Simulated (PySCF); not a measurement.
## Magnetic susceptibility: `C1C(C#CC)=COC=C1`, C8H8O

Geometry (Å), atoms numbered from 1 in this order:
```xyz
17

C     3.696    0.520   -0.229
C     2.285    0.237   -0.097
C     1.117   -0.025    0.025
C    -0.270   -0.263    0.133
C    -0.736   -1.377    0.703
O    -2.053   -1.695    0.854
C    -2.945   -0.782    0.372
C    -2.623    0.360   -0.216
C    -1.200    0.793   -0.422
H     3.844    1.412   -0.838
H     4.139    0.685    0.753
H     4.203   -0.320   -0.705
H    -0.093   -2.145    1.107
H    -3.960   -1.112    0.531
H    -3.402    1.019   -0.566
H    -1.014    1.754    0.076
H    -0.996    0.949   -1.490
```

Method: PySCF, GIAO PBE0/pcSseg-1 magnetisability, rotational g tensor and spin-rotation constants, non-relativistic, gas phase. Geometry: GFN2-xTB.

Question: What are the magnetisability and the molar susceptibility?

Answer: Isotropic -1166 × 10⁻³⁰ J/T², or -70.2 × 10⁻⁶ cm³/mol; principal values -1277, -1113, -1109 × 10⁻³⁰ J/T², anisotropy 166 × 10⁻³⁰ J/T² (root of half the summed squared differences of the principal values). The susceptibility is in cgs units.

Question: Split it along the inertial axes a, b, c into diamagnetic and paramagnetic parts about the centre of mass, with the quadrupole moment.

Answer: 
```csv
axis,χ (10⁻⁶ cm³/mol),diamagnetic (10⁻⁶ cm³/mol),paramagnetic (10⁻⁶ cm³/mol),summed x² of all electrons (Å²),quadrupole Θ (D Å)
a,-76.7,-347.0,270.3,355.0,+11.01
b,-67.0,-1568.7,1501.7,67.0,-1.75
c,-67.1,-1790.6,1723.6,14.7,-9.26
```
Anisotropies 2χaa − χbb − χcc = -19.4 and 2χbb − χaa − χcc = +9.8 × 10⁻⁶ cm³/mol. Θ is traceless in Buckingham's convention.

Question: And the rotational g tensor?

Answer: 
```csv
axis,rotational constant (GHz),g,nuclear part,electronic part
a,5.1353,-0.0420,0.6100,-0.6520
b,0.8226,-0.0076,0.5728,-0.5803
c,0.7153,-0.0051,0.5742,-0.5792
```
Asymmetric top; isotopes 12C, 1H, 16O; no vibrational averaging.
